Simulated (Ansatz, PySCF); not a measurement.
This Ansatz (an electronic-structure program) input computes a r2SCAN/def2-TZVPD energy:

Ansatz 0.2 input:
```yaml
crystal:
  periodic: [false, false, false]
  atoms:
    - {symbol: Si, position_ang: [0.00354153, -0.36391811, 0.00784918]}
    - {symbol: Cl, position_ang: [-0.07534761, 0.84779013, -1.66583968]}
    - {symbol: Cl, position_ang: [0.05814285, 0.92012622, 1.62770832]}
    - {symbol: N, position_ang: [1.38360809, -1.32909017, 0.17633484]}
    - {symbol: N, position_ang: [-1.35741815, -1.36211953, -0.11828940]}
    - {symbol: H, position_ang: [1.57724935, -2.05829848, -0.49207889]}
    - {symbol: H, position_ang: [2.21927074, -0.96468535, 0.60389461]}
    - {symbol: H, position_ang: [-2.19983178, -1.03281157, -0.56081153]}
    - {symbol: H, position_ang: [-1.53711831, -2.06546124, 0.58102234]}
basis:
  gaussian:
    orbitals: def2-TZVPD
hamiltonian:
  xc: {name: r2SCAN}
output: {forces: true}
```

**Question.** Write an input for the same energy in PySCF and say what it gives.

**Answer.** 
```python
from pyscf import gto, scf, dft

mol = gto.M(
    atom='''
    Si    0.00354153   -0.36391811    0.00784918
    Cl   -0.07534761    0.84779013   -1.66583968
    Cl    0.05814285    0.92012622    1.62770832
    N     1.38360809   -1.32909017    0.17633484
    N    -1.35741815   -1.36211953   -0.11828940
    H     1.57724935   -2.05829848   -0.49207889
    H     2.21927074   -0.96468535    0.60389461
    H    -2.19983178   -1.03281157   -0.56081153
    H    -1.53711831   -2.06546124    0.58102234
    ''',
    basis='def2-tzvpd',
    charge=0,
    spin=0,
    verbose=4,
)

mf = dft.RKS(mol, xc='r2scan').density_fit(auxbasis='def2-universal-jkfit')
mf.grids.level = 4
mf.conv_tol = 1e-9
mf.max_cycle = 100
mf.max_memory = 1500
mf.kernel()
if not mf.converged:
    mf = mf.newton()
    mf.kernel(mf.make_rdm1())
mf.analyze()
```
It gives -1321.93773 Eh, and Ansatz -1321.93766 Eh, a difference of 0.07 mEh, from the treatment of integrals and grids.
